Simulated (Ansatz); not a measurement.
A structure relaxed at PBE0-D4/def2-TZVP, charge 0, multiplicity 1:

```csv
atom,x (Å),y (Å),z (Å)
B1,-0.954,1.229,-0.664
B2,-0.036,0.047,-0.025
C3,1.256,-0.550,0.404
C4,0.172,-1.291,0.590
H5,-1.428,2.094,0.016
H6,-1.189,1.279,-1.837
H7,2.327,-0.558,0.546
H8,-0.148,-2.250,0.970
```

**Question.** Give its formula and SMILES.

**Answer.** C2H4B2, `BB1C=C1`.

**Question.** Point group (tolerance 0.08 Å, 0.16 Å for H)?

**Answer.** C2v.

**Question.** Summarise the bond lengths by kind.

**Answer.** 1 × B–B 1.627 Å; 2 × B–H 1.198 Å; 2 × B–C 1.487 Å; 1 × C–C 1.326 Å; 2 × C–H 1.081 Å.

Computed with Ansatz.
